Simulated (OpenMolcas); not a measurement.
## Co3+: effect of the level shift or regulariser

* Program: OpenMolcas
* Basis: ANO-L-VTZP [6s5p3d2f1g]
* Scalar Hamiltonian: non-relativistic, point nucleus
* Active space: 6 electrons in 5 orbitals (3d)
* State averaging: 2S+1 = 5 even, 5 roots; 2S+1 = 3 even, 45 roots; 2S+1 = 1 even, 50 roots
* Spin-orbit coupling: state interaction with AMFI integrals over the reference wave functions, term energies averaged over their components

Methods on the same reference wave functions:
A. CASSCF
B. MS-CASPT2, IPEA 0.25 Eh, imaginary shift 0.1 Eh (closed shells correlated: 3s 3p)
C. MS-CASPT2, IPEA 0.25 Eh, real shift 0.2 Eh (closed shells correlated: 3s 3p)

Energies in cm⁻¹ above 3d⁶ ⁵D₄, the measured ground level; measured values from Sugar and Corliss, J. Phys. Chem. Ref. Data 10, 1097 (1981).

```csv
Level,A,B,C,Measured
3d⁶ ⁵D₄,0.0,0.0,0.0,0.0
3d⁶ ⁵D₃,644,648,648,639
3d⁶ ⁵D₂,1096,1095,1095,1078
3d⁶ ⁵D₁,1387,1382,1382,
3d⁶ ⁵D₀,1530,1522,1522,1494
3d⁶ ³H₆,25941,24140,24140,23680
3d⁶ ³H₅,26268,24440,24450,24032
3d⁶ ³H₄,26507,24650,24650,24272
3d⁶ ³P₂(1),28307,22880,22890,22883
3d⁶ ³F₄(1),29675,25690,25700,25396
3d⁶ ³F₃(1),30040,26010,26020,25736
3d⁶ ³P₁(1),30185,24760,24770,24729
3d⁶ ³F₂(1),30313,26250,26260,25969
3d⁶ ³P₀(1),30952,25520,25530,25449
3d⁶ ³G₅,32763,29550,29550,29022
3d⁶ ³G₄,33372,30110,30120,29592
3d⁶ ³G₃,33630,30360,30360,29868
3d⁶ ¹I₆,39109,36740,36740,35943
3d⁶ ¹G₄(1),41312,37690,37690,36683
3d⁶ ³D₁,42369,36910,36920,
3d⁶ ³D₂,42397,36910,36920,
3d⁶ ³D₃,42580,37120,37120,36554
3d⁶ ¹S₀(1),47983,42060,42070,41442
3d⁶ ¹D₂(1),51318,43530,43550,42342
```

Deviations, from unrounded energies. A percentage is the sum of absolute deviations over the sum of measured energies, with the sign that they share, or ± where signs differ.

```json
{"Against measurement": "mean absolute deviation (cm-1)", "Levels": "20", "A": "3800", "B": "400", "C": "400"}
{"Against measurement": "fine structure of the ground term (%)", "Levels": "3", "A": "+1.9", "B": "+1.7", "C": "+1.7"}
{"Against measurement": "other terms of the ground configuration (%)", "Levels": "17", "A": "+15.2", "B": "±1.6", "C": "+1.6"}
```

B, C lie about equally close to measurement and A furthest from it. The largest miss of B in the table is 3d⁶ ¹D₂(1), by +1200 cm-1. The ranking rests on the paired levels alone, and a cruder setting can come out closer through cancelling errors.

Between B and C the level of the table that moves most is 3d⁶ ¹S₀(1), by 13 cm-1 (lowest in B, highest in C). Moves below CASPT2's spread within the term are not significant.

The two smallest mean deviations differ by little beside CASPT2's spread within terms, so their order carries little weight.

From A to B the spin-free energies of the other terms of 3d⁶ shown, above ⁵D, scale by factors of 0.81 to 0.94, as is usual when dynamic correlation screens the repulsion within a d or f shell.

The lowest spin-free term lies below A's lowest term by 0.416 hartree in B, 0.416 hartree in C.

CASPT2 does not keep the components of a term degenerate, so their means are used; among the terms shown or strongly mixed into the levels shown the widest spread is 1100 cm-1 (3d⁶ ¹I, B). Without dynamic correlation excited terms often stand tens of per cent too high (terms of higher spin than the ground term too low), and those without a measured partner can miss by more than the paired ones (holds for A). The CASPT2 spread within a term exceeds the gap to the next term for 3d⁶ ¹I and 3d⁶ ³D, so the order of their levels is uncertain (holds for B; C). Computed and measured levels are paired by configuration, term and J; levels that our copy of the source lacks, or whose pairing is in doubt (as where it misses far off the trend of its configuration), stay unpaired and out of the deviations. Only configurations of the active space appear. Levels that lie high or do not pair safely by name in every column are left out.

A number in round brackets counts repeated terms of one configuration in the order of the reference energies.
